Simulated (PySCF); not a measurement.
Compound: C7H10OSi.
Atom-mapped SMILES: `[CH:1]#[C:2][C@@H:3]1[CH:4]=[CH:5][CH2:6][Si@H:7]1[O:8][CH3:9]` (hydrogens: H10 on C1; H11 on C3; H12 on C4; H13 on C5; H14, H15 on C6; H16 on Si7; H17, H18, H19 on C9)

Method: PBE0-D3(BJ)/def2-SVP geometry optimisation, gas phase in PySCF; density fitting, grid level 1; the optimiser is geomeTRIC in internal coordinates, started from a GFN2-xTB structure with every atom displaced at random (about 0.01 Å).

Step 0: E = -17321.4321 eV
```
atom  x, y, z in Å  |  force x, y, z in eV/Å
C1     -2.8395   -0.1958   -2.6706   -3.224   1.230  -3.423
C2     -2.0646   -0.4694   -1.8374    2.694  -1.057   2.831
C3     -1.1422   -0.8014   -0.7996    0.940   0.268   0.082
C4     -1.7664   -0.7219    0.5489   -2.047  -1.903  -1.004
C5     -1.3184    0.0794    1.4652    1.159   1.683   1.574
C6     -0.1040    0.9156    1.1655    0.070  -0.749  -0.300
Si7     0.3297    0.4414   -0.6351   -1.537  -0.114   0.753
O8      1.6828   -0.4335   -0.8598    0.083  -0.659   0.083
C9      2.9930    0.0006   -0.7979   -0.104  -0.145  -0.919
H10    -3.5566    0.0773   -3.4105   -0.167   0.040  -0.240
H11    -0.7768   -1.8230   -0.9613    0.341  -0.193  -0.151
H12    -2.6690   -1.3375    0.7174    0.257   0.133   0.000
H13    -1.7900    0.1837    2.4471   -0.072  -0.128   0.022
H14     0.6783    0.6743    1.8855    0.499  -0.037   0.235
H15    -0.3367    1.9561    1.3129   -0.064   1.001   0.010
H16     0.2627    1.6116   -1.5292    0.069   0.219  -0.318
H17     3.2397    0.4329    0.1565    0.329   0.328   0.899
H18     3.6261   -0.8610   -0.9991    0.474  -0.213   0.047
H19     3.1712    0.7455   -1.5806    0.301   0.296  -0.182
```

Step 1: E = -17321.7598 eV
```
atom  x, y, z in Å  |  force x, y, z in eV/Å
C1     -2.9240   -0.1751   -2.7461    0.289  -0.101   0.303
C2     -2.1290   -0.4653   -1.8742   -0.197   0.113  -0.221
C3     -1.1928   -0.7871   -0.8113    0.069  -0.071   0.020
C4     -1.8175   -0.7334    0.5690    0.192   0.209   0.128
C5     -1.2891    0.0784    1.4989   -0.107  -0.183  -0.179
C6     -0.0792    0.9096    1.1716   -0.060   0.207   0.019
Si7     0.2769    0.4229   -0.6247    0.153  -0.082   0.006
O8      1.6867   -0.4478   -0.8040   -0.025  -0.043   0.006
C9      3.0076    0.0145   -0.7758   -0.104   0.030   0.191
H10    -3.6255    0.0719   -3.5160   -0.081   0.034  -0.101
H11    -0.7757   -1.7955   -1.0024    0.032   0.035   0.005
H12    -2.6904   -1.3532    0.7800   -0.111  -0.053  -0.002
H13    -1.7349    0.1260    2.4967    0.005   0.020   0.085
H14     0.7563    0.6758    1.8560    0.038  -0.017  -0.084
H15    -0.2803    1.9911    1.3063    0.004  -0.124  -0.034
H16     0.2681    1.5496   -1.6043   -0.019   0.039   0.036
H17     3.2749    0.4604    0.2060   -0.048  -0.057  -0.143
H18     3.6836   -0.8368   -0.9501   -0.009   0.006  -0.006
H19     3.2035    0.7689   -1.5580   -0.021   0.037  -0.028
```

**Question.** Estimate the geometry and energy of step 2. (The exact step hangs on the optimiser's Hessian estimate; all steps are aligned on step 1, rigid shifts and turns removed.)

**Answer.** E = -17321.7683 eV, largest force 0.120 eV/Å
```
atom  x, y, z in Å  |  force x, y, z in eV/Å
C1     -2.9004   -0.1670   -2.7485    0.014  -0.001  -0.001
C2     -2.1174   -0.4643   -1.8716   -0.031   0.012  -0.015
C3     -1.1886   -0.7935   -0.8039   -0.009  -0.030   0.003
C4     -1.8138   -0.7331    0.5766   -0.024  -0.007   0.044
C5     -1.2853    0.0755    1.5055   -0.002  -0.047  -0.059
C6     -0.0791    0.9099    1.1666   -0.007   0.082   0.054
Si7     0.2757    0.4131   -0.6230    0.042   0.019  -0.022
O8      1.6767   -0.4648   -0.8023   -0.053  -0.107   0.010
C9      2.9881    0.0138   -0.7758   -0.017   0.056   0.019
H10    -3.5932    0.0887   -3.5283    0.014  -0.001   0.010
H11    -0.7680   -1.7999   -0.9942    0.009   0.012   0.011
H12    -2.6941   -1.3498    0.7851    0.001   0.004  -0.011
H13    -1.7230    0.1256    2.5092    0.012   0.011  -0.007
H14     0.7675    0.6790    1.8373    0.024  -0.006  -0.021
H15    -0.2810    1.9883    1.2954   -0.010  -0.022  -0.010
H16     0.2641    1.5436   -1.5988    0.008   0.017   0.015
H17     3.2489    0.4621    0.2015    0.005  -0.005  -0.013
H18     3.6763   -0.8264   -0.9548    0.006   0.006  -0.006
H19     3.1659    0.7742   -1.5583    0.015   0.008  -0.002
```

The energy changes by -0.0085 eV. The first-order estimate −F·Δx gives -0.0141 eV and the mean of the old and new forces, exact on a quadratic surface, -0.0085 eV. The step makes an angle of 78° with the force vector and moves no atom by more than 0.038 Å.

What follows is the cost of the whole optimisation. The run took 5.0 min wall, 4.5 min CPU on an Intel Xeon at 2.50 GHz with one thread (shared host), and the process peaked at 0.77 GiB of memory.
